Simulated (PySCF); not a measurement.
C4H5Br, SMILES C=C/C=C/Br.

Geometry optimised at B3LYP-D3(BJ)/def2-SVP. The values are those of a single conformer.

Calculation: CAM-B3LYP/def2-TZVP (PySCF).

Symmetry labels are those of the subgroup Cs that the program uses (full group Cs).

Computed valence orbital energies around the gap with their symmetry:
```json
[
 {"orbital": "HOMO−7", "symmetry": "A'", "energy (eV)": "-14.51"},
 {"orbital": "HOMO−6", "symmetry": "A'", "energy (eV)": "-13.13"},
 {"orbital": "HOMO−5", "symmetry": "A'", "energy (eV)": "-12.51"},
 {"orbital": "HOMO−4", "symmetry": "A\"", "energy (eV)": "-11.70"},
 {"orbital": "HOMO−3", "symmetry": "A'", "energy (eV)": "-11.57"},
 {"orbital": "HOMO−2", "symmetry": "A\"", "energy (eV)": "-10.14"},
 {"orbital": "HOMO−1", "symmetry": "A'", "energy (eV)": "-9.68"},
 {"orbital": "HOMO", "symmetry": "A\"", "energy (eV)": "-7.94"},
 {"orbital": "LUMO", "symmetry": "A\"", "energy (eV)": "-0.15"},
 {"orbital": "LUMO+1", "symmetry": "A'", "energy (eV)": "1.38"},
 {"orbital": "LUMO+2", "symmetry": "A\"", "energy (eV)": "2.33"},
 {"orbital": "LUMO+3", "symmetry": "A'", "energy (eV)": "2.41"}
]
```
